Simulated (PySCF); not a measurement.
A PySCF script (with the pyscf-properties extension) for the NMR shieldings of `C(/C=C/B(OC)OC)#N`, C5H8BNO2, on a GFN2-xTB geometry:

```python
import basis_set_exchange as bse
import numpy as np
from pyscf import gto, dft
from pyscf.prop import nmr

atoms = """
C    -1.425752    1.948450    0.401632
O    -1.397157    0.595410    0.020977
B    -0.267097   -0.142524   -0.141103
C     1.200022    0.393507    0.088857
C     2.287788   -0.333670   -0.191534
C     3.597805    0.138634    0.010876
N     4.663230    0.532030    0.176346
O    -0.383436   -1.429957   -0.534942
C    -1.632385   -2.040297   -0.773516
H    -2.468090    2.269517    0.378672
H    -1.034228    2.079161    1.414235
H    -0.844062    2.566730   -0.287267
H     1.351197    1.389663    0.490161
H     2.197223   -1.333684   -0.593750
H    -1.454744   -2.918034   -1.395501
H    -2.313000   -1.353749   -1.279663
H    -2.084311   -2.349155    0.172006
"""
names = dict.fromkeys(["C", "O", "B", "N", "H"], "pcSseg-1")
basis = {el: gto.basis.parse(bse.get_basis(n, elements=[el], fmt="nwchem")) for el, n in names.items()}
mol = gto.M(atom=atoms, basis=basis, charge=0, verbose=0)
mf = dft.RKS(mol, xc="PBE0")
mf.grids.level = 2
mf.grids.alignment = dft.numint.BLKSIZE   # the property module wants whole blocks of grid points
mf.conv_tol = 1e-9
mf.kernel()

calc = nmr.RKS(mf)   # GIAO
C = mf.mo_coeff
Co = C[:, mf.mo_occ > 0]
resp = mf.gen_response(singlet=True, hermi=2)
def vind(x):   # induced exchange potential for any number of trial vectors
    d = np.einsum("pi,xij,qj->xpq", C, 2 * x.reshape(-1, C.shape[1], Co.shape[1]), Co, optimize=True)
    return np.einsum("xpq,pi,qj->xij", resp(d - d.transpose(0, 2, 1)), C, Co, optimize=True).ravel()
mo1, _ = nmr.rhf.solve_mo1(calc, with_cphf=vind)
sigma = calc.kernel(mo1)
for i, s in enumerate(sigma):   # ppm
    w = np.linalg.eigvalsh((s + s.T) / 2)
    print("%2d %-2s iso %8.1f  s11 %8.1f  s22 %8.1f  s33 %8.1f" % (i, mol.atom_pure_symbol(i), w.mean(), *w))
```

Problem. Give the expected output.

Solution. 
```
 0 C  iso    132.1  s11    106.6  s22    107.0  s33    182.7
 1 O  iso    236.0  s11     85.3  s22    272.2  s33    350.6
 2 B  iso     77.0  s11     63.0  s22     79.3  s33     88.7
 3 C  iso     34.3  s11    -93.8  s22     20.3  s33    176.3
 4 C  iso     60.7  s11    -60.6  s22     78.1  s33    164.5
 5 C  iso     63.3  s11    -56.3  s22    -48.3  s33    294.4
 6 N  iso    -57.8  s11   -197.4  s22   -193.3  s33    217.3
 7 O  iso    238.0  s11    102.1  s22    263.4  s33    348.4
 8 C  iso    133.5  s11    105.4  s22    113.3  s33    181.9
 9 H  iso     27.6  s11     23.4  s22     26.0  s33     33.4
10 H  iso     27.7  s11     24.1  s22     25.5  s33     33.4
11 H  iso     27.7  s11     24.1  s22     25.8  s33     33.3
12 H  iso     24.7  s11     19.9  s22     24.0  s33     30.3
13 H  iso     25.3  s11     21.8  s22     24.5  s33     29.6
14 H  iso     27.9  s11     23.6  s22     26.3  s33     33.9
15 H  iso     27.5  s11     23.3  s22     26.7  s33     32.6
16 H  iso     28.0  s11     24.2  s22     25.5  s33     34.2
```

These numbers come from an equivalent density-fitted implementation of the same equations, which agrees with the script to about 0.01 ppm for H and up to a few tenths of a ppm for heavy atoms, so last digits may differ.

Size and cost of the density-fitted run: 193 basis functions, 50 s wall time on 1 thread of an Arm Neoverse N1, shared host.
